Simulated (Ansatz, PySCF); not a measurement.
C$_{4}$H$_{11}$B, singlet, at a GFN2-xTB geometry. Base run: PySCF with CASSCF(4,5)/STO-3G.

Input for PySCF:
```python
from pyscf import gto, scf, mcscf
import numpy

mol = gto.Mole()
mol.atom = '''
    B    -0.49771449    0.85875663    0.63582335
    H    -1.37088539    0.89810398    1.41888849
    C     0.52881470    2.04287553    0.53152980
    H     1.52402556    1.69377936    0.80775105
    H     0.29469337    2.89436337    1.16541039
    H     0.62265376    2.40537563   -0.49123295
    C    -0.41101056   -0.40125000   -0.32173832
    C    -0.78152926   -1.71541994    0.38153589
    C     0.91132898   -0.58227808   -1.07373377
    H    -1.19065550   -0.22488349   -1.07983052
    H    -0.81817983   -2.53923407   -0.32991950
    H    -0.04050666   -1.95668410    1.14095345
    H    -1.75146669   -1.63510360    0.86584116
    H     1.15277987    0.30209820   -1.65766055
    H     0.85662351   -1.43280652   -1.75209677
    H     1.72386734   -0.76235682   -0.37278267
'''
mol.basis = 'sto-3g'
mol.verbose = 4
mol.build()

mf = scf.RHF(mol)
mf.kernel()
mc = mcscf.CASSCF(mf, 5, 4)
mc.fix_spin_(ss=0.0)
mc.kernel()
occ = numpy.linalg.eigvalsh(mc.fcisolver.make_rdm1(mc.ci, mc.ncas, mc.nelecas))[::-1]
ss = mc.fcisolver.spin_square(mc.ci, mc.ncas, mc.nelecas)[0]
print('natural occupations', occ.round(4), ' <S^2>', round(ss, 4))
```

Programs used: Ansatz (a first-principles code), PySCF; a row that names a program was run with it.

Each row names what was changed in the base input (with any setting that the change needs).

```tsv
change	ΔE vs base (mEh)	natural occupations	<S^2> of the state
base	0.000	1.98 1.98 0.02 0.02 0.00	0.00
active space = 8 electrons, 9 orbitals	-48.013	1.98 1.98 1.98 1.97 0.02 0.02 0.02 0.02 0.00	0.00
conv_tol = 1e-5	0.002	1.98 1.98 0.02 0.02 0.00	0.00
correction = SC-NEVPT2	-218.8	1.98 1.98 0.02 0.02 0.00	0.00
active space = 4 electrons, 3 orbitals	18.100	2.00 1.99 0.01	0.00
active space = 2 electrons, 4 orbitals	16.637	1.98 0.01 0.00 0.00	0.00
solver = newton	0.000	1.98 1.98 0.02 0.02 0.00	0.00
code = ansatz; correction = SC-NEVPT2, all electrons	-218.7	-	-
orbitals = fixed (CASCI)	28.108	2.00 2.00 0.00 0.00 0.00	0.00
fix_spin_ = off	0.000	1.98 1.98 0.02 0.02 0.00	0.00
active space = 8 electrons, 8 orbitals	-44.291	1.99 1.98 1.98 1.98 0.02 0.02 0.02 0.02	0.00
```

Active orbitals are taken around the Fermi level unless the row says otherwise; CASSCF can end in different local minima, and two programs can end on different orbitals. State-averaged rows give the lowest state.

Ansatz warned in this series: other orbitals give a lower active-space energy.
